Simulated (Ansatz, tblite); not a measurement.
Removing and adding an electron: `CN(C)c1ccc(/C=C/c2ccc(/C=C/c3ccc(/C=C/c4ccc(/C=C/C#N)cc4)cc3)cc2)cc1`. The state is a singlet with charge 0. Geometry: r2SCAN-D4/def2-SVP. Ansatz, gas phase; energy differences of separate SCF runs; the oxidised species was run as a doublet alone; the reduced species was run as a doublet alone.

```xyz
67

C     7.211    2.115  -10.683
N     5.825    2.453  -10.447
C     5.096    3.239  -11.418
C     5.223    2.085   -9.266
C     3.873    2.433   -8.986
C     3.269    2.062   -7.795
C     3.957    1.327   -6.803
C     3.371    0.929   -5.537
C     2.101    1.158   -5.107
C     1.535    0.776   -3.826
C     2.259    0.108   -2.811
C     1.664   -0.211   -1.599
C     0.315    0.114   -1.318
C    -0.238   -0.226   -0.021
C    -1.502    0.019    0.421
C    -2.041   -0.296    1.731
C    -3.383    0.036    2.022
C    -3.942   -0.229    3.266
C    -3.192   -0.840    4.295
C    -3.820   -1.078    5.582
C    -3.241   -1.616    6.689
C    -3.877   -1.838    7.976
C    -5.234   -1.543    8.245
C    -5.779   -1.772    9.499
C    -5.009   -2.308   10.556
C    -5.639   -2.522   11.846
C    -5.053   -3.015   12.970
C    -5.763   -3.186   14.186
N    -6.327   -3.334   15.198
C    -3.654   -2.608   10.290
C    -3.109   -2.379    9.036
C    -1.848   -1.182    4.001
C    -1.292   -0.919    2.761
C    -0.412    0.772   -2.336
C     0.182    1.091   -3.548
C     5.296    0.986   -7.090
C     5.920    1.346   -8.277
H     7.511    2.487  -11.671
H     7.376    1.023  -10.668
H     7.884    2.566   -9.930
H     5.738    3.424  -12.288
H     4.189    2.717  -11.772
H     4.782    4.219  -11.011
H     3.292    3.004   -9.711
H     2.230    2.360   -7.628
H     4.056    0.387   -4.872
H     1.409    1.691   -5.771
H     3.306   -0.160   -2.973
H     2.252   -0.723   -0.830
H     0.466   -0.724    0.657
H    -2.208    0.515   -0.256
H    -3.989    0.515    1.247
H    -4.984    0.044    3.461
H    -4.871   -0.771    5.637
H    -2.188   -1.914    6.641
H    -5.869   -1.128    7.458
H    -6.832   -1.535    9.681
H    -6.700   -2.251   11.907
H    -3.997   -3.307   12.986
H    -3.020   -3.026   11.076
H    -2.056   -2.618    8.854
H    -1.231   -1.663    4.764
H    -0.250   -1.198    2.582
H    -1.458    1.043   -2.172
H    -0.405    1.606   -4.316
H     5.866    0.417   -6.347
H     6.959    1.053   -8.436
```

The xTB rows come from tblite. Single mean-field runs in def2-SVP are fitted with def2-universal-jkfit.

Question: Estimate orbital energies and vertical ionisation energies and electron affinities at: GFN1-xTB; GFN2-xTB; PBE-D4/def2-SVP; PBE0-D4/def2-SVP.

Answer: 
```
           level  −HOMO (eV)  vertical IE (eV)  −LUMO (eV)  vertical EA (eV)  HOMO–LUMO gap (eV)  IE − EA (eV)
        GFN1-xTB       10.23             11.66        8.98              7.60                1.24          4.06
        GFN2-xTB        9.25             10.71        8.09              6.65                1.15          4.07
 PBE-D4/def2-SVP        4.40              5.78        3.12              1.85                1.28          3.93
PBE0-D4/def2-SVP        5.13              6.10        2.57              1.69                2.55          4.41
```

   Raw xTB energy differences between charge states are shifted by several eV; the methods need an empirical correction for them. Sets without diffuse functions give affinities that are too small.
